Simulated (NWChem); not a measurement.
System: TiF₃, doublet; SMILES [F][Ti]([F])[F]

Here is an NWChem input.

```
start job
memory heap 200 mb stack 900 mb global 1100 mb
geometry units angstroms noautoz
  Ti     0.000000     0.000000     0.000000
  F     -1.760561     0.041803     0.000000
  F      0.916483     1.503789     0.000000
  F      0.844078    -1.545592     0.000000
end
basis spherical
  Ti library 6-31g*
  F library 6-31g*
end
dft
  odft
  mult 2
  xc pbe0
  iterations 150
  mulliken
end
task dft gradient
```

Output (shortened):

```
             Northwest Computational Chemistry Package (NWChem) 7.3.0
             --------------------------------------------------------

 D3H symmetry detected

                             Geometry "geometry" -> ""
                             -------------------------

 Output coordinates in angstroms (scale by  1.889725989 to convert to a.u.)

  No.       Tag          Charge          X              Y              Z
 ---- ---------------- ---------- -------------- -------------- --------------
    1 Ti                  22.0000    -0.00000000    -0.00000000     0.00000000
    2 F                    9.0000     1.24525548     1.24525548     0.00000000
    3 F                    9.0000     0.45579514    -1.70105062     0.00000000
    4 F                    9.0000    -1.70105062     0.45579514     0.00000000

 Effective nuclear repulsion energy (a.u.)     220.6474614611

      Symmetry information
      --------------------

 Group name             D3h
 Group number             27
 Group order              12
 No. of unique centers     2

                                 NWChem DFT Module
                                 -----------------

 Summary of "ao basis" -> "ao basis" (spherical)
 ------------------------------------------------------------------------------
       Tag                 Description            Shells   Functions and Types
 ---------------- ------------------------------  ------  ---------------------
 Ti                          6-31g*                 12       34   5s4p2d1f
 F                           6-31g*                  6       14   3s2p1d

      Symmetry analysis of basis
      --------------------------

        a1'        15
        a1"         1
        a2'         4
        a2"         8
        e'         34
        e"         14

  Rotation of axis

            General Information
            -------------------
          SCF calculation type: DFT
          Wavefunction type:  spin polarized.
          No. of atoms     :     4
          No. of electrons :    49
           Alpha electrons :    25
            Beta electrons :    24
          Charge           :     0
          Spin multiplicity:     2
          Use of symmetry is: on ; symmetry adaption is: on
          Maximum number of iterations: 150
          AO basis - number of functions:    76
                     number of shells:    30
          Convergence on energy requested:  1.00D-06
          Convergence on density requested:  1.00D-05
          Convergence on gradient requested:  5.00D-04

              XC Information
              --------------
                         PBE0 Method XC Functional
                     Hartree-Fock (Exact) Exchange  0.250
          PerdewBurkeErnzerhof Exchange Functional  0.750
            Perdew 1991 LDA Correlation Functional  1.000 local
           PerdewBurkeErnz. Correlation Functional  1.000 non-local

             Grid Information
             ----------------
          Grid used for XC integration:  medium
          Radial quadrature: Mura-Knowles
          Angular quadrature: Lebedev.
          Tag              B.-S. Rad. Rad. Pts. Rad. Cut. Ang. Pts.
          ---              ---------- --------- --------- ---------
          Ti                  1.40      112           9.0       590
          F                   0.50       49           7.0       434
          Grid pruning is: on
          Number of quadrature shells:   161
          Spatial weights used:  Erf1

      Superposition of Atomic Density Guess
      -------------------------------------

 Sum of atomic energies:       -1146.41820565

      Non-variational initial energy
      ------------------------------

 Total energy =   -1145.910116
 1-e energy   =   -2019.393789
 2-e energy   =     652.836211
 HOMO         =      -0.103102
 LUMO         =       0.049085

   Symmetry analysis of molecular orbitals - initial alpha
   -------------------------------------------------------

  Numbering of irreducible representations:

     1 a1'         2 a1"         3 a2'         4 a2"         5 e'
     6 e"

  Orbital symmetries:

     1 a1'         2 a1'         3 e'          4 e'          5 a1'
     6 e'          7 e'          8 a2"         9 a1'        10 e'
    11 e'         12 a2"        13 a1'        14 e'         15 e'
    16 a1'        17 e'         18 e'         19 e"         20 e"
    21 a2"        22 a2'        23 e'         24 e'         25 a1'
    26 a2"        27 e'         28 e'         29 e"         30 e"
    31 a1'        32 e'         33 e'         34 a2"        35 a1'

   Symmetry analysis of molecular orbitals - initial beta
   ------------------------------------------------------

  Numbering of irreducible representations:

     1 a1'         2 a1"         3 a2'         4 a2"         5 e'
     6 e"

  Orbital symmetries:

     1 a1'         2 a1'         3 e'          4 e'          5 a1'
     6 e'          7 e'          8 a2"         9 a1'        10 e'
    11 e'         12 a2"        13 a1'        14 e'         15 e'
    16 a1'        17 e'         18 e'         19 e"         20 e"
    21 a2"        22 a2'        23 e'         24 e'         25 a1'
    26 a2"        27 e'         28 e'         29 e"         30 e"
    31 a1'        32 e'         33 e'         34 a2"        35 a1'

     ---------------------------------------------
      Total Density - Mulliken Population Analysis
     ---------------------------------------------

    Atom       Charge   Shell Charges
 -----------   ------   -------------------------------------------------------
    1 Ti  22    19.60   2.00  2.00  6.00  2.00  6.00  0.31  0.07  0.68  0.03  0.19  0.31  0.02
    2 F    9     9.80   2.00  0.97  3.57  1.01  2.24  0.01
    3 F    9     9.80   2.00  0.97  3.57  1.01  2.24  0.01
    4 F    9     9.80   2.00  0.97  3.57  1.01  2.24  0.01

     --------------------------------------------
      Spin Density - Mulliken Population Analysis
     --------------------------------------------

    Atom       Charge   Shell Charges
 -----------   ------   -------------------------------------------------------
    1 Ti  22     1.00   0.00  0.00 -0.00 -0.00  0.00  0.23 -0.00  0.67 -0.00  0.05  0.07  0.00
    2 F    9    -0.00   0.00  0.01  0.00 -0.01 -0.00  0.00
    3 F    9    -0.00   0.00  0.01  0.00 -0.01 -0.00  0.00
    4 F    9    -0.00   0.00  0.01  0.00 -0.01 -0.00  0.00

   convergence    iter        energy       DeltaE   RMS-Dens  Diis-err
 ---------------- ----- ----------------- --------- --------- ---------
 d= 0,ls=0.0,diis     1  -1148.0207680857 -1.37D+03  3.23D-02  8.67D-01
                                                     3.08D-02  7.70D-01
 d= 0,ls=0.0,diis     2  -1129.8293118254  1.82D+01  2.00D-02  4.46D+01
                                                     2.48D-02  4.25D+01
 d= 0,ls=0.0,diis     3  -1147.9518429796 -1.81D+01  2.56D-03  1.94D+00
                                                     2.76D-03  1.99D+00
 d= 0,ls=0.0,diis     4  -1148.4097719500 -4.58D-01  3.35D-03  5.66D-01
                                                     3.61D-03  5.64D-01
 d= 0,ls=0.0,diis     5  -1148.6310935230 -2.21D-01  6.49D-04  1.13D-02
                                                     4.97D-04  1.19D-02
  Resetting Diis
 d= 0,ls=0.0,diis     6  -1148.6349093865 -3.82D-03  1.73D-04  4.50D-04
                                                     1.80D-04  4.58D-04
 d= 0,ls=0.0,diis     7  -1148.6351814260 -2.72D-04  5.93D-05  6.30D-06
                                                     2.68D-05  5.44D-06
 d= 0,ls=0.0,diis     8  -1148.6351855338 -4.11D-06  1.81D-05  4.77D-06
                                                     1.81D-05  5.65D-06
 d= 0,ls=0.0,diis     9  -1148.6351868719 -1.34D-06  1.79D-05  2.32D-06
                                                     6.52D-06  1.57D-06
 d= 0,ls=0.0,diis    10  -1148.6351877731 -9.01D-07  5.17D-06  9.34D-08
                                                     4.57D-06  1.39D-07

         Total DFT energy =    -1148.635187773071
      One electron energy =    -2022.277489280979
           Coulomb energy =      726.098665184178
    Exchange-Corr. energy =      -73.103825137374
 Nuclear repulsion energy =      220.647461461103

 Numeric. integr. density =       49.000001345267

                  Occupations of the irreducible representations
                  ----------------------------------------------

                     irrep           alpha         beta
                     --------     --------     --------
                     a1'               7.0          6.0
                     a1"               0.0          0.0
                     a2'               1.0          1.0
                     a2"               3.0          3.0
                     e'               12.0         12.0
                     e"                2.0          2.0

                    DFT Final Alpha Molecular Orbital Analysis
                    ------------------------------------------

[...]

                         DFT ENERGY GRADIENTS

    atom               coordinates                        gradient
                 x          y          z           x          y          z
   1 Ti     -0.000000  -0.000000   0.000000    0.000000   0.000000  -0.000000
   2 F       2.353192   2.353192   0.000000    0.003701   0.003701   0.000000
   3 F       0.861328  -3.214520   0.000000    0.001355  -0.005055   0.000000
   4 F      -3.214520   0.861328   0.000000   -0.005055   0.001355   0.000000
```

Level: PBE0/6-31G* (spherical d), spin-unrestricted. In the optimisation the excess spin sits in a' (C3h, its own frame). Coordinates come from a PBE-D3(BJ)/def2-SVP, spin-unrestricted optimisation. No stability test was run on the SCF state.
